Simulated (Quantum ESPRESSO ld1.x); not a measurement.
Input file for ld1.x (Quantum ESPRESSO 7.5):

```
 &input
    atom='Mn',
    iswitch=1,
    rel=1,
    lsd=1,
    dft='PW',
    config='[Ar] 3d5 4s0 4p0',
    verbosity='high',
    prefix='ld1',
    max_out_wfc=37,
    file_charge='ld1.rho',
 /
```

Output (excerpt):

```
     Program LD1 v.7.5 starts

     --------------------------- All-electron run ----------------------------

     scalar relativistic calculation

     atomic number is 25.00
     dft =PW   lsd =1 sic =0 latt =0  beta=0.20 tr2=1.0E-14
     Exchange-correlation= PW
                           (   1   4   0   0   0   0   0)
     mesh =1979 r(mesh) =  99.99540 a.u. xmin = -8.00 dx = 0.00800
     1 Ry =  13.60569312 eV, c = 137.03599908

     n l     nl                  e(Ry)          e(Ha)          e(eV)
     1 0     1S 1( 1.00)    -472.723309964    -236.361654982  -6431.7282875
     2 0     2S 1( 1.00)     -55.852034237     -27.926017118   -759.9056381
     2 1     2P 1( 3.00)     -47.572948310     -23.786474155   -647.2629357
     3 0     3S 1( 1.00)      -7.709294205      -3.854647103   -104.8902911
     3 1     3P 1( 3.00)      -5.435431575      -2.717715787    -73.9528140
     3 2     3D 1( 5.00)      -1.916043199      -0.958021599    -26.0690958
     4 0     4S 1( 0.00)      -1.480541609      -0.740270805    -20.1437948
     4 1     4P 1( 0.00)      -1.049761699      -0.524880850    -14.2827355
     1 0     1S 2( 1.00)    -472.722939039    -236.361469519  -6431.7232408
     2 0     2S 2( 1.00)     -55.683125762     -27.841562881   -757.6075213
     2 1     2P 2( 3.00)     -47.442373341     -23.721186671   -645.4863727
     3 0     3S 2( 1.00)      -7.333562746      -3.666781373    -99.7782042
     3 1     3P 2( 3.00)      -5.068367097      -2.534183549    -68.9586474
     3 2     3D 2( 0.00)      -1.580788434      -0.790394217    -21.5077223
     4 0     4S 2( 0.00)      -1.341093600      -0.670546800    -18.2465080
     4 1     4P 2( 0.00)      -0.949524197      -0.474762099    -12.9189348

     final scf error:  4.5E-15 reached in  27 iterations

     Etot =   -2310.897981 Ry,   -1155.448990 Ha,  -31441.368766 eV
     Total magnetization:    5.00 Bohr mag.

     Ekin =    2335.371230 Ry,    1167.685615 Ha,   31774.344288 eV
     Encl =   -5491.961368 Ry,   -2745.980684 Ha,  -74721.941011 eV
     Eh   =     944.867217 Ry,     472.433609 Ha,   12855.573400 eV
     Exc  =     -99.175061 Ry,     -49.587530 Ha,   -1349.345443 eV
```

Run on one thread of a shared host, so times are rough (Intel(R) Xeon(R) Processor @ 2.60GHz): 0.51 s of CPU time, 1.7 s wall, 27 iterations on 1979 mesh points.
